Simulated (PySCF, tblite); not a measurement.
C4H12BO2P.
Cartesian coordinates in Å at the GFN2-xTB level; atoms count from 1:
```
atom  x, y, z in Å
C1    -1.599    1.472    0.001
C2    -1.679   -0.046   -0.095
C3    -0.335   -0.713    0.217
C4    -0.449   -2.235    0.239
O5     0.614   -0.352   -0.771
B6     1.622    0.516   -0.582
O7     2.410    0.842   -1.626
P8     2.023    1.424    1.081
H9    -0.878    1.861   -0.716
H10   -1.281    1.775    0.997
H11   -2.569    1.917   -0.208
H12   -2.419   -0.422    0.614
H13   -1.987   -0.339   -1.100
H14    0.017   -0.353    1.199
H15   -1.153   -2.546    1.005
H16    0.521   -2.679    0.448
H17   -0.794   -2.591   -0.729
H18    2.184    0.426   -2.461
H19    3.310    1.758    0.717
H20    2.437    0.294    1.767
```

Jobs on this species (20 atoms, 72 electrons) with PySCF (density fitting) and tblite. Hardware of each: an Arm Neoverse N1 with one thread (shared host). Times come from a shared host and carry two figures at best.

Question: Rank these jobs by wall time, shortest first.
A. GFN2-xTB; Hessian by finite differences
B. PBE0/pcSseg-1; shieldings, charges and field gradients; 203 basis functions
C. GFN2-xTB; L-BFGS relaxation

Answer: A (1.2 s), C (2.2 s), B (70 s).

All jobs:

| level and settings | work | basis functions | SCF cycles | wall time |
| --- | --- | --- | --- | --- |
| GFN2-xTB | Hessian by finite differences | – | – | 1.2 s |
| GFN2-xTB | L-BFGS relaxation | – | – | 2.2 s |
| PBE0/pcSseg-1 | shieldings, charges and field gradients | 203 | 14 | 70 s |

Question: What do all jobs in the table cost together?

Answer: About 73 s; the longest takes about 95 % of that, and about 58 times as long as the shortest.
